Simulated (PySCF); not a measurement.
These compounds are isomers of formula C5H10FNSi2.

A. SMILES C[SiH2][C@@H]([SiH3])/C(C#N)=C\F
B. SMILES N#C[C@]1(F)CC[SiH2]C[SiH2]1
C. SMILES CC#C/C=C/N([SiH3])[SiH2]F

Spectrum 1. $^{13}$C{$^{1}$H} NMR (computed): δ 154.7 (CH), 91.1 (C), 90.7 (CH), 83.9 (C), 5.8 (CH3).

Spectrum 2. $^{13}$C{$^{1}$H} NMR (computed): δ 124.1 (C), 81.8 (C), 37.3 (CH2), 6.7 (CH2), -12.5 (CH2).

Spectrum 3. $^{13}$C{$^{1}$H} NMR (computed): δ 168.6 (CH), 122.7 (C), 108.4 (C), 7.5 (CH), -7.6 (CH3).

How the numbers were obtained: coordinates at the GFN2-xTB level, PBE0/pcSseg-1 with gauge-including orbitals, in PySCF 2.14 (rapidly exchanging positions averaged, relativity neglected, no solvent, single conformer).

Referencing at the same level of theory: $^{13}$C (σref 186.93) vs TMS. Splittings of carbon signals by F and P are missing where no couplings were computed. Shifts are as computed. Against solution values, carbons near 30 ppm lie about +3 ppm off and those near 130 ppm about +5 ppm. Of 1211 compounds with measured shifts, 218 miss one by over three times the rms of a fit or turn the order of signals round; such compounds aren't used in these exercises.

Task: Which spectrum belongs to which compound?

Result: 1–C, 2–B, 3–A.

- Spectrum 1 (C): 5 $^{13}$C signals; δC 154.7 is an alkene carbon bearing nitrogen; δC 91.1 is an alkyne carbon.
- Spectrum 2 (B): 5 $^{13}$C signals; δC 124.1 is a nitrile carbon; δC 81.8 is a fully substituted sp3 carbon bonded to F and Si, α to a nitrile.
- Spectrum 3 (A): 5 $^{13}$C signals; δC 122.7 is a nitrile carbon; δC 108.4 is a fully substituted alkene carbon.
